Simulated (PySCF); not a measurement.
GeI$_{4}$, charge +1, doublet, at a GFN2-xTB geometry (a state made from the parent by changing its charge; the spin is typed, not shown lowest) (all electrons, no relativity), with bond 1-2 at 2.2 times its length; PBE/STO-3G (PySCF).

The PySCF input:
```python
from pyscf import gto, scf, dft

mol = gto.Mole()
mol.atom = '''
    I    -2.083918    5.016079   -1.705632
    Ge    0.000000   -0.000000    0.000000
    I    -1.766826   -1.848445   -0.398078
    I     0.573707    0.116422    2.520753
    I     2.140354   -0.548013   -1.347388
'''
mol.basis = 'sto-3g'
mol.charge = 1
mol.spin = 1
mol.verbose = 3
mol.build()

mf = dft.UKS(mol)
mf.xc = 'pbe'
mf.kernel()
mo_i, mo_e, stable_i, stable_e = mf.stability(internal=True, external=False, return_status=True, nroots=6, tol=1e-6)
print('internally stable:', stable_i, ' externally stable:', stable_e)
if not stable_i:
    umf = mf.copy()
    umf.scf_summary = {}
    umf.kernel(umf.make_rdm1(mo_i, mf.mo_occ))
```

What the program printed (banner, timings and long lists left out):

```
SCF not converged.
SCF energy = -29460.8204052184 after 50 cycles  <S^2> = 0.75411217  2S+1 = 2.0041079
<class 'pyscf.dft.uks.UKS'> wavefunction has an internal instability
internally stable: False  externally stable: None

SCF not converged.
SCF energy = -29455.6706198236 after 50 cycles  <S^2> = 0.75031425  2S+1 = 2.0003142
```

The run did not converge; its last values are not results.
